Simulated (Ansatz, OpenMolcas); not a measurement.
# Appearance energy of a fragment ion: Si(OH)2(SiH3) → [SiH3]+ + Si(OH)2 + e⁻

Species: Si(OH)2(SiH3), doublet; [SiH3]+ `[SiH3+]`, singlet; Si(OH)2, singlet. 

Shapes, held fixed at every level: PBE0-D4/def2-TZVP. Flexible molecules stand in one conformer, not always the lowest. Programs: Ansatz 0.2.0, OpenMolcas 26.06. A level may come from different programs for different species; with the same settings they agree closely. Electronic energies: no zero-point or thermal term.

| level | kind | ΔE (eV) | less CCSD(T)/CBS estimate |
| --- | --- | --- | --- |
| HF/def2-TZVPP | Hartree–Fock | +8.65 | -0.68 |
| PBE-D4/def2-TZVPP | GGA | +9.59 | +0.26 |
| r2SCAN-D4/def2-TZVPP | meta-GGA | +9.76 | +0.43 |
| B3LYP/6-31G* (spherical functions) | global hybrid | +9.24 | -0.09 |
| r2SCAN0-D4/def2-TZVPP | global hybrid | +9.77 | +0.44 |
| wB97X-V/def2-TZVPP | range-separated hybrid | +9.38 | +0.05 |
| CCSD(T)/CBS estimate | coupled cluster or CI | +9.33 | 0.00 |

The highest level, CCSD(T)/CBS estimate, gives ΔE = +9.33 eV; the levels span +8.65 to +9.77. The column of differences is taken from that level and isn't an error. No measured value is set beside it here. Open shells run unrestricted unless RO is named. The CBS estimate extrapolates MP2 from def2-TZVPP and def2-QZVPP and adds CCSD(T) − MP2 in the triple-zeta set, cores frozen. The onset seen in experiment also holds zero-point changes and kinetic shifts.
